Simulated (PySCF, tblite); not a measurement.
Isomers of C3H11OPSi, one GFN2-xTB conformer each. Single-point energies are computed at PBE0/pcSseg-1 (PySCF, gas phase, no added dispersion term), electronic only.

```
             SMILES  GFN2-xTB relative energy (kcal/mol)
        COCCP[SiH3]                                 39.2
CC[P@@H](=O)C[SiH3]                                  0.0
```

Conformers: `[CH3:1][O:2][CH2:3][CH2:4][PH:5][SiH3:6]` with C1–O2–C3–C4 -172°, O2–C3–C4–P5 61°, C3–C4–P5–Si6 -69°; `[CH3:1][CH2:2][P@@H:3](=[O:4])[CH2:5][SiH3:6]` with C1–C2–P3–O4 176°, C2–P3–C5–Si6 173°.

**Question.** What does PBE0/pcSseg-1 give for the same structures?

**Answer.** 
```tsv
SMILES	PBE0/pcSseg-1 E (Eh)	PBE0/pcSseg-1 (kcal/mol)	GFN2-xTB (kcal/mol)	point group
CC[P@@H](=O)C[SiH3]	-826.49296	0.0	0.0	C1
COCCP[SiH3]	-826.45401	24.4	39.2	C1
```

Both levels put the same isomer lowest. As drawn, the lower has an Si–C bond and a P=O bond, which the higher lacks.

**Question.** Which frontier levels, dipoles and rotational constants go with these structures?

**Answer.** 
```
             SMILES  HOMO (eV, PBE0/pcSseg-1)  LUMO (eV)  dipole (D)     A, B, C (MHz)
CC[P@@H](=O)C[SiH3]                     -7.58       0.60        4.06  3886, 1281, 1032
        COCCP[SiH3]                     -6.79       0.52        2.63  2848, 1745, 1205
```

**Question.** What happens when harmonic zero-point energies from GFN2-xTB frequencies are added?

**Answer.** 
| SMILES | ZPE (kcal/mol) | electronic (kcal/mol) | with ZPE (kcal/mol) |
| --- | --- | --- | --- |
| CC[P@@H](=O)C[SiH3] | 81.0 | 0.0 | 0.0 |
| COCCP[SiH3] | 81.5 | 24.4 | 25.0 |

The zero-point energies span 0.5 kcal/mol. The order is unchanged.
